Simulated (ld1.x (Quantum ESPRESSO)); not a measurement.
tin: TM pseudisation with PBE, scalar-relativistic reference atom.

| Quantity | Value |
| --- | --- |
| Element | Sn (Z = 50) |
| Generator | ld1.x (Quantum ESPRESSO) 7.5 |
| Type | norm-conserving Troullier–Martins (Kleinman–Bylander form) |
| Functional | PBE |
| Relativity | scalar-relativistic |
| Frozen core | [Kr] |
| Valence charge | 14 |
| Reference configuration | 4d10 5s1.75 5p2.25 |
| Partial waves | 5p (bound): rc 2.55 bohr; 4d (bound): rc 0.86 bohr; 4f channel at 0.05 Ry: rc 2.40 bohr; 5s (bound): rc 1.60 bohr |
| Local potential | the s channel |
| Core correction | Bessel-smoothed model core inside 0.55 bohr |

Poles of the logarithmic derivatives, all-electron (AE) and pseudo (PS). s: poles at 0.3 (AE) and 0.3, 3.6 (PS) Ry. p: poles at 1.5 (AE) and 1.5 (PS) Ry. d: poles at -1.9, 3.6 (AE) and -1.9, 4.3 (PS) Ry. f: poles at 2.6 (AE) and 2.9 (PS) Ry. Test radius 2.74 bohr.

* Cutoffs needed: 200 Ry and over 300 Ry (the cutoffs (Ry, on a coarse ladder) from which the occupation-weighted sum of valence levels, in a spherical-Bessel basis at the reference potential, stays within 10 and 1 mRy of its value at 400 Ry)
* Ghost test: no extra level below or beside the all-electron valence levels (p, d, f, s tested) (spherical-Bessel basis up to 400 Ry, 20 bohr box)
* Largest excitation error: -299 meV (all-electron minus pseudo) for 4d9 5s2 5p3, out of 7 test configurations
